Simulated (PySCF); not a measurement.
# One molecule, several mistakes: CClGeH5Si

Calculated results; nothing here was measured. The program is PySCF 2.14.0, an open-source quantum chemistry code, run on an isolated molecule that a program drew, which may never have been made. The molecule is CClGeH5Si (charge 0, singlet), drawn as the SMILES string `Cl[SiH2][CH2][GeH]`.

Each row is a Hartree-Fock (HF) and frozen-core CCSD(T) single point in the cc-pV(D+d)Z basis, meant for a local HF minimum. Run 1 is clean. Each other run has one planted mistake out of seven kinds, and not every kind appears here: one electron removed, one electron added, multiplicity raised by two, geometry at a saddle point, minimal basis STO-3G, one bond length entered in bohr, all coordinates scaled. The reference is restricted for singlets and unrestricted otherwise, and also for a bond in bohr. Adding or removing an electron swaps singlet and doublet. Electrons count all cores. HOMO and LUMO are orbital energies over both spins, the gradient is its largest component, and the lowest frequency (negative if imaginary) is given only where the gradient is small. Bond lengths are over the 8 bonds as drawn. T1 is the CCSD diagnostic: over 0.02 (restricted) or 0.045 (unrestricted) a single reference is doubtful. Germanium has the cc-pVDZ-PP basis, with a core potential (ECP10MDF) in place of its 10 inner electrons, and its 3s, 3p and 3d shells are frozen in CCSD(T).

Geometry of the clean run:
```xyz
9
CClGeH5Si, angstrom
Cl    1.2919    2.8757    0.8376
Si   -0.5092    1.8254    1.1083
C    -0.6424    0.5847   -0.2695
Ge    0.1511    1.2756   -2.0006
H    -1.5860    2.8282    1.0518
H    -0.4316    1.2333    2.4566
H    -0.1582   -0.3563    0.0035
H    -1.7091    0.3882   -0.4419
H    -0.8197    2.5304   -2.0843
```

```
run  electrons  basis functions  <S^2>  HOMO (eV)  LUMO (eV)  gradient (hartree/bohr)  lowest frequency (cm^-1)  mean bond (Å)  longest bond (Å)      T1  HF (hartree)  CCSD(T) (hartree)                          mistake
  1         74              108  0.000      -8.90       0.64                  1.3e-05                        46         1.5893             2.102  0.0111   -1082.62646        -1083.15847                         no fault
  2         74              108  0.000      -8.84       0.72                  1.5e-02                         -         1.5575             2.060  0.0108   -1082.62314        -1083.15352           all coordinates scaled
  3         74              108  0.891      -7.54       0.42                  5.3e-03                         -         1.7660             3.002  0.0360   -1082.54850        -1083.06392  one bond length entered in bohr
  4         75              108  0.764      -0.93       7.63                  3.0e-02                         -         1.5893             2.102  0.0123   -1082.63102        -1083.17283               one electron added
  5         74              108  2.005      -7.64      -0.32                  3.4e-02                         -         1.5893             2.102  0.0130   -1082.58190        -1083.09682       multiplicity raised by two
  6         73              108  0.772     -16.19      -6.97                  3.3e-02                         -         1.5893             2.102  0.0166   -1082.33568        -1082.84167                                ?
```

**Which mistake was planted in run 6, and what did it cost?**

It counts 73 electrons, one fewer than the clean run, at the same geometry and basis. So the mistake is: one electron removed. Subtracting run 1 and multiplying by 627.51 kcal/mol a hartree, the energy moved by 182.5 kcal/mol in HF and 198.8 kcal/mol in CCSD(T).

